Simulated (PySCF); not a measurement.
FHOSe, SMILES F[Se]O.

Coordinates come from a B3LYP-D3(BJ)/def2-TZVP optimisation. One conformer was computed; it need not be the lowest.

Level of theory: TDDFT-M06-2X/def2-SVPD in PySCF 2.14.0.

Vertical excitations. 

Computed excitation energies, oscillator strengths and character:
```json
[
 {"state": "S1", "energy (eV)": "3.23", "λ (nm)": "384", "f": "0.000", "main pairs": "HOMO→LUMO 94 %"},
 {"state": "S2", "energy (eV)": "4.37", "λ (nm)": "284", "f": "0.003", "main pairs": "HOMO→LUMO+1 88 %"},
 {"state": "S3", "energy (eV)": "6.21", "λ (nm)": "199", "f": "0.057", "main pairs": "HOMO→LUMO+2 93 %"},
 {"state": "S4", "energy (eV)": "7.20", "λ (nm)": "172", "f": "0.041", "main pairs": "HOMO→LUMO+3 64 %, HOMO→LUMO+5 19 %"},
 {"state": "S5", "energy (eV)": "7.32", "λ (nm)": "169", "f": "0.013", "main pairs": "HOMO−1→LUMO 39 %, HOMO−1→LUMO+1 35 %, HOMO−2→LUMO+1 9 %"},
 {"state": "S6", "energy (eV)": "7.51", "λ (nm)": "165", "f": "0.001", "main pairs": "HOMO→LUMO+4 82 %"},
 {"state": "S7", "energy (eV)": "7.59", "λ (nm)": "163", "f": "0.021", "main pairs": "HOMO→LUMO+5 58 %, HOMO→LUMO+3 31 %"},
 {"state": "S8", "energy (eV)": "7.75", "λ (nm)": "160", "f": "0.022", "main pairs": "HOMO−2→LUMO 75 %"},
 {"state": "S9", "energy (eV)": "7.90", "λ (nm)": "157", "f": "0.033", "main pairs": "HOMO−1→LUMO+1 47 %, HOMO−1→LUMO 35 %"},
 {"state": "S10", "energy (eV)": "8.59", "λ (nm)": "144", "f": "0.030", "main pairs": "HOMO→LUMO+6 92 %"},
 {"state": "T1", "energy (eV)": "2.54", "λ (nm)": "488", "f": "0", "main pairs": "HOMO→LUMO 89 %"},
 {"state": "T2", "energy (eV)": "3.46", "λ (nm)": "358", "f": "0", "main pairs": "HOMO→LUMO+1 78 %, HOMO→LUMO+5 12 %"},
 {"state": "T3", "energy (eV)": "6.15", "λ (nm)": "202", "f": "0", "main pairs": "HOMO→LUMO+2 89 %"},
 {"state": "T4", "energy (eV)": "6.37", "λ (nm)": "195", "f": "0", "main pairs": "HOMO−1→LUMO 69 %, HOMO−2→LUMO 14 %"}
]
```
Triplets are in the Tamm–Dancoff approximation, which puts them higher than full response would, so one can lie above its singlet here.
